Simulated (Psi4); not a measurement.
CH3O (SMILES [CH2-]O), charge -1, singlet, at a GFN2-xTB geometry (a gas-phase anion, which may not be bound at this level). Base run: CCSD(T)/aug-cc-pVDZ (Psi4).

Input for Psi4:
```
memory 2 GB

molecule mol {
-1 1
C    -0.202797    0.760332   -0.010878
O    -0.065015   -0.728024    0.008644
H     0.872047   -0.976157    0.018146
H     0.426340    1.130303    0.880171
H     0.438520    1.108051   -0.902205
}

set {
  basis aug-cc-pvdz
  reference rhf
  freeze_core true
}

energy('ccsd(t)')
print_variables()
```

Variants of this job, named by their change:

```json
[
 {"change": "base", "ΔE vs base (kcal/mol)": "0.000", "MP2 correlation (Eh)": "-0.37874", "basis functions": "73", "core-seconds (rough)": "30"},
 {"change": "method = mp3", "ΔE vs base (kcal/mol)": "12.48", "MP2 correlation (Eh)": "-0.37870", "basis functions": "73", "core-seconds (rough)": "5"},
 {"change": "method = qcisd(t)", "ΔE vs base (kcal/mol)": "-0.375", "MP2 correlation (Eh)": "-0.37874", "basis functions": "73", "core-seconds (rough)": "30"},
 {"change": "method = ccsd", "ΔE vs base (kcal/mol)": "8.57", "MP2 correlation (Eh)": "-0.37874", "basis functions": "73", "core-seconds (rough)": "20"},
 {"change": "method = mp2", "ΔE vs base (kcal/mol)": "20.54", "MP2 correlation (Eh)": "-0.37870", "basis functions": "73", "core-seconds (rough)": "5"},
 {"change": "method = dlpno-mp2", "ΔE vs base (kcal/mol)": "20.58", "MP2 correlation (Eh)": "-0.37865", "basis functions": "73", "core-seconds (rough)": "5"},
 {"change": "method = mp4", "ΔE vs base (kcal/mol)": "-0.93", "MP2 correlation (Eh)": "-0.37874", "basis functions": "73", "core-seconds (rough)": "20"},
 {"change": "method = fno-ccsd(t)", "ΔE vs base (kcal/mol)": "0.000", "MP2 correlation (Eh)": "-0.37874", "basis functions": "73", "core-seconds (rough)": "30"}
]
```

A gas-phase anion may not be bound at this level; its values then depend on the basis.
